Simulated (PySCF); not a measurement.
C5H7F, SMILES FC=C1CCC1.

Coordinates come from a B3LYP-D3(BJ)/def2-SVP optimisation. A frequency run showed that this geometry is not a minimum.

Two levels are set side by side: TDA-PBE/def2-SVPD (PySCF) and TDA-ωB97X/def2-SVPD (PySCF). Vertical, same geometry. The lowest singlet is HOMO→LUMO+1 100 % with PBE and HOMO→LUMO+1 65 %, HOMO→LUMO+2 23 % with the other functional; states are paired by order. Differences are taken from unrounded values.

```tsv
quantity	TDA-ωB97X
lowest singlet excitation (eV)	7.10
lowest triplet excitation (TDA) (eV)	4.23
first bright state (f over 0.05) (eV)	7.37
its oscillator strength	0.43
```

Task: What does TDA-PBE give, and how far is it from TDA-ωB97X? (The exact figures need the calculation; the answer reports its results.)

Result: 
```
quantity                               TDA-PBE  TDA-PBE minus TDA-ωB97X
-------------------------------------  -------  -----------------------
lowest singlet excitation (eV)            5.82                    -1.28
lowest triplet excitation (TDA) (eV)      4.13                    -0.10
first bright state (f over 0.05) (eV)     6.45                    -0.92
its oscillator strength                   0.19                    -0.24
```

Functionals without exact exchange tend to place singlet excitations lower, as here. Differences between two approximate levels are no errors against the true value.

Rough cost on one machine, each run with all the roots and properties that it gave: TDA-ωB97X against TDA-PBE about 4 times.
